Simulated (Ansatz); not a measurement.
Total energies of `C[NH][Zr]([OH])([F])[Cl]`.

```xyz
11

C    -0.391   -0.088   -1.691
N    -0.699   -0.543   -0.350
Zr    0.106   -0.042    1.419
O     1.820    0.706    1.032
F     0.123   -1.611    2.511
Cl   -1.288    1.573    2.467
H    -0.124   -0.919   -2.353
H     0.461    0.595   -1.664
H    -1.231    0.452   -2.143
H    -1.466   -1.207   -0.353
H     2.689    1.084    1.126
```

Total charge 0; spin multiplicity 1. Correlated methods include outer-core shells of Zr, which these sets cover unevenly. Zr takes the def2 core potential. All single points use the PBE0-D4/def2-TZVP geometry. It is one conformer, not always the lowest. Basis def2-TZVPP, Ansatz 0.2.0.

RPA on PBE orbitals: Hartree–Fock energy of these orbitals -775.88093 Eh, correlation -2.19614 Eh (frozen core).

```json
{"functional": "LDA (SPW92)", "energy without D4 (Eh)": "-775.00734", "D4 term (kJ/mol)": "–"}
{"functional": "PBE", "energy without D4 (Eh)": "-778.13253", "D4 term (kJ/mol)": "-24.6"}
{"functional": "revPBE", "energy without D4 (Eh)": "-778.46615", "D4 term (kJ/mol)": "-64.0"}
{"functional": "BLYP", "energy without D4 (Eh)": "-778.51606", "D4 term (kJ/mol)": "-51.4"}
{"functional": "r2SCAN", "energy without D4 (Eh)": "-778.46642", "D4 term (kJ/mol)": "-6.4"}
{"functional": "B97M-V", "energy without D4 (Eh)": "-778.42615", "D4 term (kJ/mol)": "–"}
{"functional": "PBE0", "energy without D4 (Eh)": "-778.14663", "D4 term (kJ/mol)": "-21.2"}
{"functional": "B3LYP", "energy without D4 (Eh)": "-778.63890", "D4 term (kJ/mol)": "-39.3"}
{"functional": "r2SCANh", "energy without D4 (Eh)": "-778.43208", "D4 term (kJ/mol)": "-6.8"}
{"functional": "r2SCAN0", "energy without D4 (Eh)": "-778.38268", "D4 term (kJ/mol)": "-7.6"}
{"functional": "HSE06 (plane-wave form)", "energy without D4 (Eh)": "-778.12515", "D4 term (kJ/mol)": "-20.1"}
{"functional": "BHLYP", "energy without D4 (Eh)": "-778.37498", "D4 term (kJ/mol)": "-33.4"}
{"functional": "CAM-B3LYP", "energy without D4 (Eh)": "-778.48600", "D4 term (kJ/mol)": "-22.0"}
{"functional": "LC-ωPBE", "energy without D4 (Eh)": "-778.33467", "D4 term (kJ/mol)": "–"}
{"functional": "ωB97X-V", "energy without D4 (Eh)": "-778.41242", "D4 term (kJ/mol)": "–"}
{"functional": "ωB97M-V", "energy without D4 (Eh)": "-778.40369", "D4 term (kJ/mol)": "–"}
{"functional": "B2PLYP", "energy without D4 (Eh)": "-778.20969", "D4 term (kJ/mol)": "–"}
{"functional": "PBE-QIDH", "energy without D4 (Eh)": "-777.97322", "D4 term (kJ/mol)": "–"}
```

B3LYP takes the VWN-RPA correlation (the form of Gaussian; ORCA's B3LYP/G). HSE06 is the plane-wave form, built on full-range PBE exchange. The double hybrids freeze the cores in their second-order part.

LC-ωPBE has ω = 0.4 bohr⁻¹.
